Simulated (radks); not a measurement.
Question: The europium ion Eu2+, [Xe] 4f7. Method: non-relativistic Kohn-Sham, exchange-only LDA, spin-polarised, spherical densities, point nucleus; computed with a radial shooting solver on a logarithmic mesh with Libxc functionals. Every spin shell is full or empty, so the densities are truly spherical. Functionals are evaluated on that one density, not self-consistently. Rank these exchange functionals by their error against the exact value of the orbitals, and give that value: LDA, B88, PBE, PW91, EV93, APBE, r2SCAN, Tao-Mo, TASK, MVS.

Answer: Exact: -229.934 hartree. From best to worst, with 100 (|E| - |E exact|)/|E exact| (equal figures are ties): r2SCAN -0.04, MVS +0.15, PW91 +0.16, B88 +0.19, PBE -0.25, EV93 -0.29, APBE +0.42, Tao-Mo -0.70, TASK -1.96, LDA -4.20.
